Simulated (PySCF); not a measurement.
Method: r2SCAN-D4/def2-TZVP (PySCF). All species are isolated molecules in the gas phase. 

Reference species (SMILES): `F[SiH]F` (neutral, multiplicity 2).

```json
{
 "dipole_moment": "1.30 D",
 "highest_occupied_spin_orbital": "-6.08 eV"
}
```

Changed species: `[BH2]` (radical fragment; the reference has radical fragment).

Q: What does the change do to the dipole moment and highest occupied spin orbital?

A: the dipole moment falls by 0.84 D, to 0.46 D; the highest occupied spin orbital rises by 0.79 eV, to -5.29 eV.
